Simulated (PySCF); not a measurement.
C2H4N, SMILES C(#[NH+])C, charge +1. Atoms are numbered in the order given.

```xyz
7

C      0.0000     0.0000    -1.2658
C      0.0000     0.0000     0.1678
N      0.0000     0.0000     1.3058
H     -0.8952     0.5168    -1.6225
H      0.0000    -1.0337    -1.6225
H      0.8952     0.5168    -1.6225
H      0.0000     0.0000     2.3152
```
Charge +1, spin multiplicity 1.

Geometry: B3LYP-D3(BJ)/def2-TZVP. The isomer is the one that the SMILES or the coordinates give; other isomers of the formula were not compared.

These are PySCF with PBE/pcJ-1 values and carry that method's errors.

Isotropic couplings with Fermi-contact, spin-dipole and both spin-orbit terms, one fixed conformer, no vibrational averaging. Isotopes: 13C, 14N, 1H.

```json
[
 {"pair": "C1–C2", "bonds apart": "1", "J (Hz)": "?"},
 {"pair": "C1–H4", "bonds apart": "1", "J (Hz)": "140.0"},
 {"pair": "C1–H5", "bonds apart": "1", "J (Hz)": "140.0"},
 {"pair": "C1–H6", "bonds apart": "1", "J (Hz)": "140.0"},
 {"pair": "C2–N3", "bonds apart": "1", "J (Hz)": "?"},
 {"pair": "N3–H7", "bonds apart": "1", "J (Hz)": "108.6"},
 {"pair": "C1–N3", "bonds apart": "2", "J (Hz)": "1.1"},
 {"pair": "C2–H4", "bonds apart": "2", "J (Hz)": "?"},
 {"pair": "C2–H5", "bonds apart": "2", "J (Hz)": "?"},
 {"pair": "C2–H6", "bonds apart": "2", "J (Hz)": "?"},
 {"pair": "C2–H7", "bonds apart": "2", "J (Hz)": "?"},
 {"pair": "H4–H5", "bonds apart": "2", "J (Hz)": "-18.1"},
 {"pair": "H4–H6", "bonds apart": "2", "J (Hz)": "-18.1"},
 {"pair": "H5–H6", "bonds apart": "2", "J (Hz)": "-18.1"},
 {"pair": "C1–H7", "bonds apart": "3", "J (Hz)": "2.3"},
 {"pair": "N3–H4", "bonds apart": "3", "J (Hz)": "1.3"},
 {"pair": "N3–H5", "bonds apart": "3", "J (Hz)": "1.3"},
 {"pair": "N3–H6", "bonds apart": "3", "J (Hz)": "1.3"},
 {"pair": "H4–H7", "bonds apart": "4", "J (Hz)": "-3.0"},
 {"pair": "H5–H7", "bonds apart": "4", "J (Hz)": "-3.0"},
 {"pair": "H6–H7", "bonds apart": "4", "J (Hz)": "-3.0"}
]
```

### Question
Some entries are withheld; supply them. (Estimate from the structure and the level; the computed values follow.)

### Answer

- C1–C2, J (Hz): 58.9
- C2–N3, J (Hz): 52.4
- C2–H4, J (Hz): -7.8
- C2–H5, J (Hz): -7.8
- C2–H6, J (Hz): -7.8
- C2–H7, J (Hz): 53.4
